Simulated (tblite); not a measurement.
Compound: C₆H₁₂F (doublet state).
Atom-mapped SMILES: `[CH3:1][CH2:2][C@@H:3]([CH3:4])[CH2:5][CH:6][F:7]` (hydrogens: H8, H9, H10 on C1; H11, H12 on C2; H13 on C3; H14, H15, H16 on C4; H17, H18 on C5; H19 on C6)

Cartesian coordinates in Å at the GFN2-xTB level; atoms count from 1:
```xyz
19
C6H12F angstrom
C     -1.839   -1.434    0.063
C     -1.404    0.010    0.281
C      0.040    0.292   -0.146
C      0.284    1.795   -0.240
C      1.047   -0.350    0.853
C      2.439   -0.322    0.390
F      2.784   -1.173   -0.601
H     -1.286   -2.119    0.701
H     -1.680   -1.727   -0.973
H     -2.897   -1.545    0.290
H     -2.063    0.661   -0.299
H     -1.526    0.277    1.334
H      0.209   -0.158   -1.129
H     -0.386    2.244   -0.969
H      0.110    2.270    0.724
H      1.307    2.002   -0.546
H      0.751   -1.392    0.998
H      0.979    0.177    1.805
H      3.123    0.501    0.489
```

Computed values, GFN2-xTB/tblite, gas phase, harmonic and unscaled. Against measured fundamentals such values can be off by several per cent, at times by over 20. One conformer, not necessarily the lowest. Open shells enter through the occupations alone, without spin polarisation, and single modes of such species can be off by tens of per cent.

Harmonic wavenumbers (cm⁻¹): 38.7, 71.2, 82.4, 204.2, 212.6, 239.9, 271.1, 325.7, 369.9, 428.7, 462.0, 503.5, 795.4, 856.2, 885.4, 926.3, 988.1, 1011.1, 1035.9, 1085.6, 1124.8, 1135.9, 1159.1, 1169.7, 1219.6, 1243.5, 1278.4, 1292.4, 1307.2, 1318.8, 1361.0, 1413.3, 1419.7, 1441.6, 1488.2, 1500.7, 1501.7, 1503.6, 1509.0, 2943.1, 2963.4, 2966.2, 2979.3, 2988.0, 3027.4, 3031.5, 3032.9, 3033.4, 3041.2, 3042.0, 3119.1.

A = 3521, B = 1529, C = 1214 MHz; mass 103.092 u (most abundant isotopes); point group C1, symmetry number 1; spin multiplicity 2.

Q: Zero-point energy?

A: ½Σν̃ = 36175 cm⁻¹ = 432.75 kJ/mol.

Q: Give the ideal-gas entropy at 298.15 K and 1 bar in the rigid-rotor, harmonic-oscillator model (classical rotation).

A: Translation 166.67, rotation 118.36, vibration 112.65, spin (R ln 2) 5.76: S = 403.4 J/(mol K).

Q: And Cp and H(298.15 K) − H(0)?

A: Cp = 144.26 J/(mol K), of which vibrations give 111.01 (their classical limit is 51 R = 424.0); H(298.15 K) − H(0) = 27.12 kJ/mol without the zero-point energy, 17.20 from vibrations.

Q: Which modes carry the vibrational entropy at 298.15 K?

A: 38.7 cm⁻¹: 22.28; 71.2 cm⁻¹: 17.24; 82.4 cm⁻¹: 16.04; 204.2 cm⁻¹: 8.77; 212.6 cm⁻¹: 8.46; 239.9 cm⁻¹: 7.55 J/(mol K); the other 45 give 32.33 together.

Q: How do the functions run with temperature in this model?

A: 
| T (K) | S (J/(mol K)) | Cp (J/(mol K)) | H − H(0) (kJ/mol) | G − H(0) (kJ/mol) | ln q(vib) |
| --- | --- | --- | --- | --- | --- |
| 50 | 246.2 | 54.2 | 2.13 | -10.17 | 0.64 |
| 100 | 290.1 | 75.0 | 5.36 | -23.64 | 1.83 |
| 373.15 | 438.9 | 172.9 | 39.01 | -124.76 | 8.34 |
| 500 | 496.0 | 218.2 | 63.89 | -184.09 | 11.24 |
| 750 | 598.1 | 285.4 | 127.41 | -321.14 | 16.83 |
| 1000 | 686.8 | 330.7 | 204.78 | -482.00 | 22.16 |

q(vib) and H(0) count from the zero-point level.

Q: What must be added to the electronic energy to get the Gibbs energy at 298.15 K and 1 bar?

A: ZPE + [H(298.15 K) − H(0)] − T·S = 432.75 + 27.12 − 120.28 = 339.59 kJ/mol.

Q: Blend soft modes into free rotors: weight 1/[1 + (100 cm⁻¹/ν̃)⁴] for the oscillator and the rest for a rotor with moment μB/(μ + B), μ = h/(8π²ν), B = 10⁻⁴⁴ kg m². What vibrational entropy results?

A: 101.17 J/(mol K) in place of 112.65, which changes −T·S at 298.15 K by +3.42 kJ/mol.

Hindered rotation and anharmonicity are outside this model. Other conformers, if any are populated, would add a mixing term that is left out. The structure is chiral; the term R ln 2 for an equal mix with its mirror image is left out.
